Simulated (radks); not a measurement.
Results of a calculation; reference values are marked as such.
Spherical quantum dot in the effective-mass picture: electrons in a parabolic well V = omega^2 r^2 / 2 with omega = 0.521, with a point charge +1 (a donor) at the centre, all in effective atomic units (hartree* = m*/eps^2 hartree, bohr* = eps/m* bohr), one dielectric constant everywhere. Level of theory: non-relativistic Kohn-Sham, exchange-only LDA, spin-polarised, spherical densities (a radial shooting solver with Libxc functionals). Levels are named by radial order and angular momentum (1s, 1p, 1d, 2s, ...), and open shells are averaged over m.

N = 15, configuration 1s2 1p6 1d(up 5, down 0) 2s2. This is the lowest configuration that the search found. Occupied and some empty levels:

level,occupation,eigenvalue (hartree*),<r> (bohr*)
1s up,1,5.1561,1.969
1s down,1,5.1999,1.839
1p up,3,5.4625,2.888
1p down,3,5.5414,2.852
2s up,1,5.6692,2.669
2s down,1,5.7259,2.752
1d up,5,5.7364,3.288
1d down,0,5.8217,3.291
1f up,0,6.0403,3.593
1f down,0,6.1248,3.615
2p up,0,6.1399,3.132
2p down,0,6.1946,3.146
1g up,0,6.3721,3.855
1g down,0,6.4526,3.887

Energy (hartree*): total 49.7590, kinetic 6.8105, external 12.007, Hartree 35.058, exchange-correlation -4.1164.
